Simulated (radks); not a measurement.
Q: The mean radii <r> (bohr) of the occupied orbitals of an atom or ion are listed with their occupations. All-electron calculation, non-relativistic Kohn-Sham, LDA (Slater exchange, Perdew-Wang correlation), spin-unpolarised, spherical densities, point nucleus. Program: a radial shooting solver on a logarithmic mesh with Libxc functionals.

orbital  occ.      <r>
1s          2  0.01870
2s          2  0.07868
2p          6  0.06645
3s          2   0.1971
3p          6   0.1875
3d         10   0.1635
4s          2   0.4079
4p          6   0.4063
4d         10   0.3990
4f          3   0.3743

Name the element and its charge.

A: Z = 81, thallium, charge +32: Tl32+ in [Kr] 4d10 4f3. The 1s radius gives Z: for a bare nucleus <r> = 1.5/Z, 0.01852 bohr for Z = 81, and screening makes it slightly larger (0.01870 here). The occupations add up to 49, and the charge is Z minus that.
